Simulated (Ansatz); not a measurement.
Reaction (formal exchange of groups at a Ge–Si bond): `[SiH3][SiH2][GeH2][SiH2][SiH3]` + `[GeH3][SiH2][GeH3]` → `[SiH3][SiH2][GeH2][GeH2][SiH2][GeH3]` + disilane

Gas-phase electronic energies from Ansatz, PBE0-D4/def2-TZVP geometries. CBS: MP2 limit from def2 TZ/QZ plus the TZ coupled-cluster correction, frozen cores. Functionals use def2-TZVPP. HSE06 is defined as in plane-wave codes. For Ge outer-core shells are correlated without core-valence functions, which leaves a few kJ/mol of doubt a bond. Scalar relativity is left out up to krypton. One conformer a species, not always the lowest.

| level | ΔE (eV) |
| --- | --- |
| HSE06-D4 | -0.15 |
| ωB97M-V | -0.19 |
| BHLYP | -0.14 |
| HF/CBS(def2) | -0.12 |

(1) What does CCSD(T)/CBS give? (An estimate is asked.)

Largest T1 diagnostic among the species: 0.013.

## Answers

(1) Ansatz gave: -0.19 eV. The listed levels differ from it by 0.04, 0.00, 0.05, 0.07 eV.

In def2-TZVPP, CCSD(T) changes the Hartree–Fock value by −0.07 eV (the triples alone add −0.01 eV) and MP2 by −0.10 eV. From BLYP to BHLYP (50 % exact exchange), in def2-TZVPP and without D4, ΔE moves by −0.03 eV. The D4 term adds −0.08 eV with B3LYP and −0.05 eV with PBE0; it sums over pairs of atoms, weighted by their polarisabilities, and B3LYP, whose exchange is more repulsive, gets the larger term.

B3LYP here is the variant with VWN-RPA as its local correlation; programs differ in this.
